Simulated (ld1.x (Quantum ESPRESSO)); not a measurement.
**Before and after: TM potential for phosphorus (P)**

```json
{
 "Element": "P",
 "Generator": "ld1.x (Quantum ESPRESSO) 7.5",
 "Type": "norm-conserving Troullier–Martins (Kleinman–Bylander form)",
 "Functional": "PBEsol",
 "Relativity": "fully relativistic",
 "Frozen core": "[Ne]",
 "Valence charge": "5",
 "Reference configuration": "3s2 3p3",
 "Partial waves": "3s (bound): rc 1.60 bohr; 3p (bound): rc 1.75 bohr",
 "Local potential": "all-electron potential smoothed inside 1.50 bohr (lloc = -1)",
 "Core correction": "Bessel-smoothed model core inside 1.30 bohr"
}
```

Open shells are filled in proportion to 2j + 1 (rel_dist='average').

Change: reference 3s2 3p2.75.

Cutoffs: the cutoffs (Ry, on a coarse ladder) from which the occupation-weighted sum of valence levels, in a spherical-Bessel basis at the reference potential, stays within 10 and 1 mRy of its value at 400 Ry; they do not see the model core or the augmentation charge, which bear on the density cutoff. Errors are all-electron minus pseudo energies relative to the spin-unpolarised reference configuration.

Problem. What does the change do?

Solution. The potential gets neither clearly harder nor softer (21 Ry and 50 Ry → 21 Ry and 50 Ry); neither file shows a bound ghost.

| quantity | base | changed |
| --- | --- | --- |
| cutoff, loose | 21 Ry | 21 Ry |
| cutoff, tight | 50 Ry | 50 Ry |
| bound ghosts | none | none |
| largest error over its own tests, meV | +221 | +212 |
| s: phases at 1.89 bohr within 0.05 rad from the reference energy up to (Ry; the scan ends near 5) | 2.4 | 2.3 |
| p1/2: phases at 1.89 bohr within 0.05 rad from the reference energy up to (Ry; the scan ends near 5) | 4.4 | 4.2 |
| p3/2: phases at 1.89 bohr within 0.05 rad from the reference energy up to (Ry; the scan ends near 5) | 4.3 | 4.2 |
